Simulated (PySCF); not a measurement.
Species: C5H9ClSi.
SMILES with atom numbers: `[CH3:1][CH2:2][C:3]1=[CH:4][C@@H:5]([Cl:6])[SiH2:7]1`

Definitions: NICS(0) = −σiso at the ring centroid; NICS(1) = −σiso and NICS(1)zz = −σzz at ±1 Å along the ring normal z. Level: GIAO PBE0/pcSseg-1 (PySCF, non-relativistic, gas phase) on the GFN2-xTB geometry, one conformer.

Ring bond lengths (Å), with Mayer bond orders in brackets: C3–C4 1.340 (1.77), C4–C5 1.497 (0.99), C5–Si7 1.943 (0.83), Si7–C3 1.897 (0.91).

Question: Give the NICS values of each ring in ppm.

Answer: 
```
        ring                                                      type  NICS(0)  NICS(1), two faces  NICS(1)zz, two faces  rms pucker (Å)  centre to ring atoms, mean (Å)
C3–C4–C5–Si7  4-membered ring with Si; formal bonds 1 double, 3 single     -0.1         -1.8 / -4.2             4.8 / 0.0            0.01                            1.17
```

Question: What can be read from them?

Answer: 
- C3–C4–C5–Si7: mean NICS(1)zz 2.4 ppm, near zero. C5, Si7 have four or more neighbours, and the NICS criterion for π rings isn't applied. The two faces differ by 4.8 ppm, so no symmetry operation interchanges them.

Question: What field does 7.05 T along the ring normal induce along that normal at the first NICS(1) probe listed for ring C3–C4–C5–Si7, 1 Å off the ring?

Answer: NICSzz × B0 = 4.8 ppm × 7.05 T = 34 μT, along the applied field.

Question: List the ring angles and the Hirshfeld charges of the ring atoms.

Answer: 
- C3–C4–C5–Si7: C3 94.8° (-0.069 e), C4 105.2° (-0.051 e), C5 88.1° (-0.089 e), Si7 71.9° (+0.338 e); sum 360.0° against 360° for a flat convex ring.

The values belong to the conformer `[CH3:1][CH2:2][C:3]1=[CH:4][C@@H:5]([Cl:6])[SiH2:7]1`: C1–C2–C3–C4 124°.
